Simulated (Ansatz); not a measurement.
C₃H₄ClNSi, SMILES [Si@@H]1(C=NC=C1)Cl.

The structure is a stationary point at PBE0-D3(BJ)/def2-SVP. The structure was generated by enumeration; whether it is a known compound was not checked.

Two levels are set side by side: PBE/def2-SVPD (Ansatz, an electronic-structure program) and PBE0/def2-SVPD (Ansatz). Energy differences of separate SCF runs at the same geometry; the states with an electron removed or added have multiplicity 2 and 2. Differences are taken from unrounded values.

```tsv
quantity	PBE0
vertical ionisation energy (eV)	9.48
vertical electron affinity (eV)	0.75
vertical singlet–triplet gap (eV)	2.66
```

### Question
What does PBE give, and how far is it from PBE0? (Estimate from the structure and the level; the computed values follow.)

### Answer

| quantity | PBE | PBE minus PBE0 |
|---|---|---|
| vertical ionisation energy (eV) | 9.16 | -0.33 |
| vertical electron affinity (eV) | 0.82 | 0.07 |
| vertical singlet–triplet gap (eV) | 2.45 | -0.21 |
